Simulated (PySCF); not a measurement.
Potential energy curve for SMILES [AsH3] (H₃As), singlet. The As1–H4 bond (As1 also carries H, H; H4 carries nothing else) is pulled apart rigidly from the PBE0/def2-TZVP optimised geometry. Each curve is given relative to its own lowest point near equilibrium.

| R / Å | A | B | C | D |
|---|---|---|---|---|
| 1.14 | 2.438 | 2.523 | 2.521 | 2.476 |
| 1.22 | 1.296 | 1.364 | 1.344 | 1.317 |
| 1.29 | 0.659 | 0.711 | 0.688 | 0.670 |
| 1.38 | 0.197 | 0.227 | 0.209 | 0.200 |
| 1.45 | 0.037 | 0.050 | 0.041 | 0.037 |
| 1.49 | 0.003 | 0.008 | 0.004 | 0.003 |
| 1.52 | 0.000 | 0.000 | 0.000 | 0.000 |
| 1.58 | 0.040 | 0.032 | 0.041 | 0.040 |
| 1.61 | 0.079 | 0.069 | 0.081 | 0.078 |
| 1.69 | 0.229 | 0.219 | 0.241 | 0.227 |
| 1.77 | 0.427 | 0.425 | 0.457 | 0.420 |
| 1.89 | 0.770 | 0.800 | 0.843 | 0.755 |
| 2.06 | 1.283 | 1.350 | 1.430 | 1.253 |
| 2.29 | 1.929 | 1.790 | 1.925 | 1.877 |
| 2.49 | 2.392 | 1.992 | 2.145 | 2.324 |
| 2.76 | 2.836 | 2.132 | 2.291 | 2.764 |
| 3.04 | 3.087 | 2.198 | 2.357 | 3.045 |
| 3.37 | 3.175 | 2.232 | 2.388 | 3.218 |
| 3.77 | 3.121 | 2.247 | 2.401 | 3.306 |
| 4.09 | 3.040 | 2.252 | 2.405 | 3.334 |
| 4.54 | 2.939 | 2.255 | 2.407 | 3.349 |
| 5.29 | 2.844 | 2.257 | 2.407 | 3.355 |

Energies in eV.

Problem. Assign the columns to these levels of theory: SC-NEVPT2 on CASSCF(2,2)/cc-pVTZ, all electrons correlated run with PySCF; CCSD(T) on RHF/cc-pVTZ, 9 core orbitals frozen (PySCF 2.14.0); UHF/cc-pVTZ (PySCF); unrestricted Hartree-Fock/LANL2DZ, with its core potentials past Ne in PySCF.

Solution. A is RCCSD(T); B is UHF/LANL2DZ; C is UHF; D is NEVPT2.

The unrestricted determinant behind UHF, UHF/LANL2DZ is spin-contaminated at 2.06 to 5.29 Å (<S²> up to 1.0, against 0.00 for a pure singlet). The T1 diagnostic of CCSD on the restricted reference of RCCSD(T) exceeds 0.045 at 3.37 to 5.29 Å.
